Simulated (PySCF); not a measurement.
H5O2PSi.

```xyz
9

Si    -0.4923     0.3461     0.0000
O     -1.0985    -0.3285     1.3917
O     -1.0985    -0.3285    -1.3917
P      1.6802    -0.1918     0.0000
H     -0.8183     1.8096     0.0000
H     -1.9409     0.0009     1.7166
H     -1.9409     0.0009    -1.7166
H      1.9829     0.7388     1.0418
H      1.9829     0.7388    -1.0418
```

Coordinates come from a PBE0-D3(BJ)/def2-SVP optimisation. Other conformers were not sampled.

All values below come from PySCF with HF/pcSseg-1. Non-relativistic, no solvent.

Give the absolute GIAO shielding of each atom: isotropic value and principal components (ppm). (Estimate from the structure and the level; the computed values follow.)


```csv
atom,σ(iso),σ11,σ22,σ33,span
Si1,403.0,379.7,382.9,446.3,66.6
O2,281.7,245.9,294.9,304.3,58.3
O3,281.7,245.9,294.9,304.3,58.3
P4,611.7,560.7,605.2,669.4,108.7
H5,26.8,23.7,24.3,32.3,8.6
H6,29.5,21.7,23.0,43.8,22.1
H7,29.5,21.7,23.0,43.8,22.1
H8,30.3,25.3,27.5,38.1,12.8
H9,30.3,25.3,27.5,38.1,12.8
```
